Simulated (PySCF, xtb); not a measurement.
F2H5NSi2, SMILES F[SiH](F)N[SiH3]. The values are those of a single conformer.

Harmonic wavenumbers (cm⁻¹) from GFN2-xTB (xtb 6.7.1) at its own minimum, in rising order: 23, 45, 123, 199, 214, 274, 298, 575, 581, 643, 670, 729, 752, 787, 805, 843, 887, 1020, 1199, 2247, 2263, 2268, 2455, 3491.

Question: What does PySCF with PBE-D3(BJ)/def2-SVP give at its own minimum? (An estimate is asked for; the answer gives what the named calculation found.)

Answer: 27, 78, 176, 217, 268, 363, 417, 601, 690, 758, 792, 823, 865, 894, 914, 931, 934, 976, 1167, 2160, 2163, 2191, 2271, 3490. Paired by order, the mean absolute difference is 76 cm⁻¹ and the zero-point energies are 33.4 and 34.5 kcal/mol.
